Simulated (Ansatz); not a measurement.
Two members of one family (Series GeHX3), computed with Ansatz in the gas phase. The two geometries come from different levels. Binding counts from free atoms in the multiplicity of their measured ground term, without zero-point energy. A dash marks a value that wasn't run or was left out as unsound. The structures are stationary points that may keep the symmetry of their start. Remarks come from the PBE and PBE0 runs and from stability tests at other levels; not every state was tested. HOMO above LUMO (over both spins in singlets and doublets, within one spin in higher multiplets; at PBE or PBE0), or a gap under 0.15 eV within one spin, warns that the state may not be the lowest or that an electron is smeared out.

First: GeH(OMe)3 (singlet, charge 0, B3LYP-D4/def2-SVP geometry).

```
atom   x (Å)   y (Å)   z (Å)
 Ge1   0.246  -0.916   0.430
  H2   1.071  -2.055   1.037
  O3  -1.212  -0.505   1.336
  C4  -1.373   0.677   2.099
  H5  -1.020   0.535   3.138
  H6  -2.448   0.920   2.135
  H7  -0.831   1.534   1.666
  O8  -0.245  -1.473  -1.178
  C9  -1.189  -0.746  -1.941
 H10  -1.453  -1.348  -2.825
 H11  -0.781   0.221  -2.292
 H12  -2.113  -0.542  -1.369
 O13   1.138   0.621   0.309
 C14   2.306   0.734  -0.475
 H15   3.129   0.095  -0.099
 H16   2.650   1.780  -0.437
 H17   2.127   0.467  -1.534
```

| level | HOMO (eV) | LUMO (eV) | gap (eV) | vertical IE (eV) | vertical triplet (eV) | binding per atom (eV) |
| --- | --- | --- | --- | --- | --- | --- |
| PBE-D4/def2-SVP | -6.16 | -0.07 | 6.09 | – | – | 3.97 |
| PBE-D4/def2-TZVP | -6.35 | -0.39 | 5.96 | 9.08 | 5.91 | 3.94 |
| r2SCAN-D4/def2-TZVP | -6.69 | 0.01 | 6.70 | – | 6.36 | 3.87 |
| PBE0-D4/def2-SVP | -7.81 | 1.03 | 8.84 | – | – | 3.88 |
| PBE0-D4/def2-TZVP | -7.93 | 0.69 | 8.62 | 9.75 | – | 3.86 |

Remarks: gap within one spin near zero at PBE or PBE0 (+1 doublet), gap within one spin near zero at PBE or PBE0 (triplet).

Second: GeH(OAc)3 (singlet, charge 0, PBE-D4/def2-SVP geometry).

```xyz
23

Ge   -0.4952    0.1503    0.3917
H    -1.6597    0.5025    1.3116
O    -0.8738   -0.5895   -1.2628
C    -1.6518   -1.6675   -1.0686
C    -2.0592   -2.3581   -2.3421
O    -1.9764   -2.0129    0.0635
H    -2.6500   -3.2614   -2.1100
H    -1.1588   -2.6253   -2.9297
H    -2.6562   -1.6626   -2.9648
O     0.7565   -1.0779    0.9901
C     1.2187   -0.6561    2.1784
C     2.2348   -1.5777    2.7966
O     0.8133    0.3915    2.6749
H     2.6027   -1.1535    3.7461
H     3.0754   -1.7339    2.0923
H     1.7749   -2.5703    2.9745
O     0.6468    1.5071   -0.1405
C    -0.0956    2.4816   -0.6910
C     0.7070    3.6692   -1.1526
O    -1.3146    2.3686   -0.7819
H     0.0479    4.4023   -1.6475
H     1.5041    3.3374   -1.8459
H     1.2091    4.1361   -0.2824
```

Problem. Estimate how these quantities change from the first to the second (second minus first).

Solution. 
```csv
level,Δ HOMO (eV),Δ LUMO (eV),Δ gap (eV),Δ vertical IE (eV),Δ vertical triplet (eV),Δ binding per atom (eV)
PBE-D4/def2-SVP,-0.27,-1.05,-0.78,–,–,0.76
PBE-D4/def2-TZVP,-0.25,-0.89,-0.64,-0.08,-0.62,0.73
r2SCAN-D4/def2-TZVP,-0.25,-1.03,-0.78,–,-1.17,0.66
PBE0-D4/def2-SVP,-0.36,-1.07,-0.71,–,–,0.70
PBE0-D4/def2-TZVP,-0.31,-0.84,-0.53,0.06,–,0.67
```

Remarks: gap within one spin near zero at PBE or PBE0 (+1 doublet), gap within one spin near zero at PBE or PBE0 (triplet).
